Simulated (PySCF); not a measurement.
## Radial density of O⁺ (oxygen, charge +1)

UHF, [He] 2s2 2p3, high-spin 4S determinant. All numbers are calculated (PySCF 2.14, the non-relativistic Hamiltonian (point nucleus), in 6-31G*).

| r (bohr) | 4πr²ρ (e/bohr) | 4πr²(ρα − ρβ) |
| --- | --- | --- |
| 0.00364 | 0.04801 | 0.0001 |
| 0.00612 | 0.1326 | 0.0002 |
| 0.0103 | 0.3534 | 0.0006 |
| 0.0173 | 0.8890 | 0.0017 |
| 0.0291 | 2.091 | 0.0042 |
| 0.0490 | 4.310 | 0.0103 |
| 0.0823 | 7.227 | 0.0288 |
| 0.139 | 8.527 | 0.1099 |
| 0.233 | 5.925 | 0.4622 |
| 0.392 | 3.067 | 1.3727 |
| 0.659 | 4.156 | 2.5843 |
| 1.11 | 3.732 | 2.0842 |
| 1.86 | 0.9063 | 0.4985 |
| 3.14 | 0.06884 | 0.0448 |
| 5.28 | 2.673e-05 | 0.0000 |
